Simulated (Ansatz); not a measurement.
`CN([SiH3])[AsH2]` + H₂ → `[AsH3]` + `CN[SiH3]`  (hydrogenolysis of the As–N bond)

Isolated molecules relaxed with PBE0-D4/def2-TZVP in Ansatz; ΔE leaves out vibrations. CCSD(T)/CBS is the MP2 limit (def2-TZVPP, def2-QZVPP) plus CCSD(T) − MP2 in def2-TZVPP, frozen cores. This one scheme is used for every species. DFT in def2-TZVPP. B3LYP here is the variant with VWN-RPA as its local correlation; programs differ in this. For As outer-core shells are correlated without core-valence functions, which leaves a few kJ/mol of doubt a bond. Scalar relativity is left out up to krypton.

Problem. Is it downhill or uphill in electronic energy at CCSD(T)/CBS, and by how much? (An estimate is asked.)

Solution. Computed: Downhill: ΔE = -48.8 kJ/mol.

Problem. What do these levels give: PBE-D4, B3LYP-D4, ωB97M-V, PBE, r2SCAN, PBE0, HF/def2-TZVPP, MP2/def2-TZVPP, CCSD(T)/def2-TZVPP, HF/def2-QZVPP, MP2/def2-QZVPP, MP2/CBS(def2)? (Estimate.)

Solution. Computed: PBE-D4 -49.3, B3LYP-D4 -50.1, ωB97M-V -52.8, PBE -59.8, r2SCAN -55.7, PBE0 -64.1, HF/def2-TZVPP -78.1, MP2/def2-TZVPP -39.4, CCSD(T)/def2-TZVPP -48.9, HF/def2-QZVPP -77.6, MP2/def2-QZVPP -39.1, MP2/CBS(def2) -39.3 kJ/mol.

Largest T1 diagnostic among the species: 0.011.

From PBE to PBE0 (25 % exact exchange), in def2-TZVPP and without D4, ΔE moves by −4.3 kJ/mol. In def2-TZVPP, CCSD(T) changes the Hartree–Fock value by +29.3 kJ/mol (the triples alone add +6.8 kJ/mol) and MP2 by +38.7 kJ/mol. The D4 term adds +17.1 kJ/mol with B3LYP and +9.2 kJ/mol with PBE0; it sums over pairs of atoms, weighted by their polarisabilities, and B3LYP, whose exchange is more repulsive, gets the larger term.
